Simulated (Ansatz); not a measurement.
Start from `Cl[SiH]1C[SiH2]N1` and change one atom or group to get `C1[SiH2]N[SiH2]1`.

Ansatz, PBE0-D4/def2-TZVP geometries, multiplicity 1. 

| property | `Cl[SiH]1C[SiH2]N1` |
| --- | --- |
| size of the dipole moment (ωB97M-V/def2-TZVPP) / D | 1.53 |
| LUMO energy (PBE0/def2-TZVPP) / eV | -0.20 |
| HOMO energy (ωB97M-V/def2-TZVPP) / eV | -10.07 |
| zero-point energy (PBE0-D4/def2-TZVP) / kJ/mol | 187.5 |
| HOMO–LUMO gap (ωB97M-V/def2-TZVPP) / eV | 11.47 |
| LUMO energy (PBE/def2-TZVPP) / eV | -1.03 |

(1) What does the change do to each property? (Best estimate.)

Answers

(1) Computed: 
| property | `C1[SiH2]N[SiH2]1` | shift |
| --- | --- | --- |
| size of the dipole moment (ωB97M-V/def2-TZVPP) / D | 0.40 | -1.13 |
| LUMO energy (PBE0/def2-TZVPP) / eV | -0.22 | -0.02 |
| HOMO energy (ωB97M-V/def2-TZVPP) / eV | -9.65 | 0.42 |
| zero-point energy (PBE0-D4/def2-TZVP) / kJ/mol | 203.2 | 15.7 |
| HOMO–LUMO gap (ωB97M-V/def2-TZVPP) / eV | 11.00 | -0.47 |
| LUMO energy (PBE/def2-TZVPP) / eV | -1.05 | -0.02 |

Dipoles are sizes alone; their direction can turn.
